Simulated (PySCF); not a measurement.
# Electron correlation in Nd(48+) (neodymium, charge +48)

Starting occupation: [Ne] 3s2. All numbers are calculated (PySCF 2.14, X2C-1e with screened-nucleus spin-orbit coupling, Gaussian nucleus, in an uncontracted even-tempered set (18 s from 4.2 bohr⁻², ratio 2.6; 14 p from 5.5 bohr⁻², ratio 2.6; 6 d from 5.6 bohr⁻², ratio 2.8; 4 f from 78 bohr⁻², ratio 2.8)). Frozen: 1s2; 10 electrons correlated; the 54 highest virtual spinors left out.

MP2 pair energies summed by pair of shells (mhartree):

| pair | energy | share (%) |
| --- | --- | --- |
| 3s1/2-3s1/2 | -114.26 | 23.8 |
| 2p1/2-2p3/2 | -100.92 | 21.0 |
| 2p3/2-2p3/2 | -95.97 | 20.0 |
| 2p3/2-3s1/2 | -42.49 | 8.8 |
| 2p3/2-2s1/2 | -41.77 | 8.7 |
| 2p1/2-2p1/2 | -23.68 | 4.9 |
| 2p1/2-2s1/2 | -21.73 | 4.5 |
| 2p1/2-3s1/2 | -19.09 | 4.0 |
| 2s1/2-2s1/2 | -11.22 | 2.3 |
| 2s1/2-3s1/2 | -9.45 | 2.0 |

Total MP2 correlation energy: -480.58 mhartree.

The virtual space was cut to 56 spinors, which keep -424.23 of the -480.58 mhartree of MP2 correlation.

| level | correlation energy (mhartree) |
| --- | --- |
| CCSD | -455.66 |
| (T) | -0.74 |
| CCSD(T) | -456.40 |

Diagnostics: T1 = 0.00014, largest double amplitude 0.084.

Question: Is a single reference adequate?

Answer: Mostly. T1 lies below 0.03, but a double amplitude of this size points to a near-degeneracy that CCSD handles and MP2 describes poorly.

The coupled-cluster values are those of the cut space; adding the MP2 remainder, -56.35 mhartree, estimates the full space.

At this charge the one-electron X2C treatment keeps the bare 1/r₁₂, with no two-electron picture change or Breit term. The effect here is smaller than on the frozen 1s shell.
